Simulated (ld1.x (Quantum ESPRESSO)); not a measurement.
# What one change does to a pseudopotential (P, RRKJ)

phosphorus (P), norm-conserving RRKJ (Kleinman–Bylander form), made with ld1.x (Quantum ESPRESSO) 7.5 (BLYP, non-relativistic). Core [Ne], reference 3s2 3p2.5 (charge +0.5). Waves: 3s (bound): rc 1.30 bohr; 3p (bound): rc 1.75 bohr; 3d channel at 0.45 Ry: rc 1.75 bohr. Local part: the d channel. Core correction: Bessel-smoothed model core inside 1.15 bohr. rho0 = 0.005.

All-electron outer shells of the reference configuration (BLYP, non-relativistic, ld1.x):

```
shell  level (eV)  outermost node (bohr)  outermost maximum (bohr)
   3s      -18.20                   0.66                      1.56
   3p       -9.52                   0.64                      1.79
```

Change: local potential all-electron potential smoothed inside 1.05 bohr (lloc = -1).

Cutoffs: the cutoffs (Ry, on a coarse ladder) from which the occupation-weighted sum of valence levels, in a spherical-Bessel basis at the reference potential, stays within 10 and 1 mRy of its value at 400 Ry; they do not see the model core or the augmentation charge, which bear on the density cutoff. Errors are all-electron minus pseudo energies relative to the spin-unpolarised reference configuration.

**Question.** How do hardness, ghosts and transferability respond?

**Answer.** The potential gets neither clearly harder nor softer (25 Ry and 80 Ry → 25 Ry and 80 Ry); of the 7 tests that both files solve, the error grows in 5 and shrinks in 0 by more than 15 % and 0.3 meV (median size 3.5 → 3.5 meV); the range in which the s phases agree narrows (upper end 1.5 → 0.2); neither file shows a bound ghost.

```csv
quantity,base,changed
"cutoff, loose",25 Ry,25 Ry
"cutoff, tight",80 Ry,80 Ry
bound ghosts,none,none
"error for 3s2 3p3, meV [ΔE -3.70 eV]",+0.7,+1.0
"error for 3s2 3p2, meV [ΔE 5.88 eV]",+1.5,+2.1
"error for 3s2 3p1, meV [ΔE 24.91 eV]",+23,+32
"error for 3s0 3p5, meV [ΔE 13.37 eV]",-14,-14
"error for 3s2 3p3.3, meV [ΔE -4.97 eV]",+1.4,+2.0
"error for 3s1 3p4, meV [ΔE 4.76 eV]",-3.5,-3.5
"error for 3s1 3p0, meV [ΔE 106.53 eV]",+249,+337
s: phases at 1.89 bohr within 0.05 rad from the reference energy up to (Ry; the scan ends near 5),1.5,0.2
p: phases at 1.89 bohr within 0.05 rad from the reference energy up to (Ry; the scan ends near 5),4.6,4.0
d: phases at 1.89 bohr within 0.05 rad from the reference energy up to (Ry; the scan ends near 5),to the end of the scan,to the end of the scan
```
